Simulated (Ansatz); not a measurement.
Mulliken charges of `NC1[SiH2]S1` from PBE/def2-TZVPP in Ansatz (PBE0-D4/def2-TZVP geometry).

```csv
atom,x (Å),y (Å),z (Å),charge (e)
N1,0.154,1.467,0.397,-0.283
C2,0.297,0.340,-0.420,-0.041
Si3,0.021,-1.394,0.134,0.262
S4,-1.301,-0.512,-1.207,-0.270
H5,-0.444,1.319,1.197,0.155
H6,-0.149,2.293,-0.102,0.159
H7,0.992,0.499,-1.239,0.129
H8,0.927,-2.476,-0.317,-0.055
H9,-0.408,-1.582,1.540,-0.056
```

Problem. By hand: the dipole of these point charges (1 e Å = 4.8032 D).

Solution. Σ q r = (0.308, 0.202, 0.207) e Å, of length 0.423 e Å = 2.03 D.

Problem. How does the dipole of the full density compare? (Best estimate.)

Solution. Computed: (0.142, 0.170, 0.218) e Å, 1.49 D; the point charges give 1.36 times that, at 20° from its direction.

Point charges leave out the atoms' own dipoles, such as those of lone pairs, and Mulliken's split depends on the basis, so the two needn't agree.
